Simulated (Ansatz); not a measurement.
Ideal-gas functions of CH₅BOS, SMILES `COBS` at 298.15 K and 1 bar, from an Ansatz frequency run at PBE0-D4/def2-TZVP.

Molar mass 75.93 g/mol, point group Cs (symmetry number 1), electronic degeneracy 1, moments of inertia 12.902, 203.107, 212.832 u Å². Harmonic wavenumbers (cm⁻¹, unscaled): 113, 155, 233, 378, 388, 753, 849, 888, 1024, 1124, 1187, 1201, 1383, 1488, 1491, 1505, 2600, 2732, 3041, 3123, 3129.

Use S(trans) = R[1.5 ln M + 2.5 ln T − 1.1517]; rotational temperatures θ = 24.2544 K / I; S(rot) = R[ln(√π/σ · √(T³/θAθBθC)) + 1.5]; for each mode x = 1.438777 ν̃/T, S = R[x/(eˣ − 1) − ln(1 − e⁻ˣ)] and H = RT x/(eˣ − 1); 1 cm⁻¹ = 0.0119627 kJ/mol; R = 8.31446 J/(mol·K).

Question: By hand: the entropy, in J/(mol·K).

Answer: Translation 162.9. Rotation: θ = 1.8799, 0.1194, 0.114 K, giving 103.5. Vibration, mode by mode: 13.46, 10.92, 7.76, 4.38, 4.22, 1.04, 0.72, 0.61, 0.36, 0.24, 0.18, 0.17, 0.08, 0.05, 0.05, 0.05, 0.00, 0.00, 0.00, 0.00, 0.00, in all 44.3. Electronic 0.0. Sum 310.7 J/(mol·K).

Question: By hand: H − E and G − E in kJ/mol, counted from the electronic energy.

Answer: Zero-point energy ½ × 28785 × 0.0119627 = 172.2; thermal vibration 7.4; translation, rotation and pV give 4 RT = 9.9. H − E = 189.5 kJ/mol, and G − E = 189.5 − 298.15 × 310.7/1000 = 96.9 kJ/mol.

Vibration gives 14 % of the entropy, 13.5 J/(mol·K) of it from the mode under 150 cm⁻¹: soft modes count most, and the harmonic formula is weakest for them. The sum counts one conformer and one mirror image; others add a mixing term.
